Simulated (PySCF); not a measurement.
# Gallium: a sound run and one with changed settings

Sound run: Ga [Ar] 3d10 4s2 4p1, Ga⁺ [Ar] 3d10 4s2. Calculation: PySCF 2.14, in def2-TZVP (6s5p4d1f, 48 functions); the non-relativistic Hamiltonian (point nucleus). The sound run starts from symmetry-adapted Hartree-Fock orbitals and uses a fine grid where one is needed.

Changed run: initial guess atom, at most 50 SCF cycles, level shift 10.0 hartree.

| species | method | sound run (hartree) | changed run (hartree) | converged |
| --- | --- | --- | --- | --- |
| Ga | UHF | -1923.22349 | -1923.22346 | no |
| Ga | PBE0 | -1924.55212 | -1924.55197 | no |
| Ga | MN15 | -1925.10400 | -1925.10383 | no |
| Ga⁺ | UHF | -1923.01942 | -1923.01942 | no |
| Ga⁺ | PBE0 | -1924.33167 | -1924.33162 | no |
| Ga⁺ | MN15 | -1924.88291 | -1924.88289 | no |

A level shift slows the SCF but leaves a converged energy unchanged.
